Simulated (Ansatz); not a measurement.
Consider the cleavage of the Si–Sn bond: `[OH][Sn]([F])([F])[SiH3]` + `C[SeH]` → `C[Se][SiH3]` + `[OH][SnH]([F])[F]`.

Calculated with Ansatz (gas phase, PBE0-D4/def2-TZVP geometries, no zero-point term in ΔE). CCSD(T)/CBS is the MP2 limit (def2-TZVPP, def2-QZVPP) plus CCSD(T) − MP2 in def2-TZVPP, frozen cores. Functionals use def2-TZVPP. HSE06 is defined as in plane-wave codes. Elements past krypton have def2 core potentials. For Se, Sn outer-core shells are correlated without core-valence functions, which leaves a few kJ/mol of doubt a bond. Scalar relativity is left out up to krypton. One conformer a species, not always the lowest.

CCSD(T)/CBS gives -0.17 eV.

Task: Another level gave -0.14 eV. Which?
A. PBE-QIDH/def2-TZVPP
B. HSE06-D4/def2-TZVPP
C. BLYP/def2-TZVPP
D. PBE/def2-TZVPP

Result: B. HSE06-D4 -0.14, BLYP -0.03, PBE-QIDH -0.20, PBE -0.08 eV.

Largest T1 diagnostic among the species: 0.015.

Leaving LDA and LC-ωPBE aside and taking each functional with its dispersion term where it has one, the values, not all of them listed here, spread over 0.14 eV, from B97M-V to BLYP-D4. From PBE to PBE0 (25 % exact exchange), in def2-TZVPP and without D4, ΔE moves by −0.05 eV.
